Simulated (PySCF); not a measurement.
Correlation energy of Cu⁺ (copper, charge +1)

[Ar] 3d9 4p1, one real determinant (an excited configuration). Calculation: PySCF 2.14, in aug-cc-pVTZ-PP with ECP10MDF; a scalar-relativistic core potential. Frozen: 3s2 3p6; 10 electrons correlated.

MP2 pair energies summed by pair of shells (mhartree):

| pair | energy | share (%) |
| --- | --- | --- |
| 3d-3d | -357.70 | 95.5 |
| 3d-4p | -16.89 | 4.5 |

Total MP2 correlation energy: -374.58 mhartree.

Same-spin part -137.19 and opposite-spin part -237.39 mhartree; SCS-MP2 scales them by 1/3 and 6/5 to -330.60 mhartree.

The reference is one real determinant that mixes LS terms of this configuration.
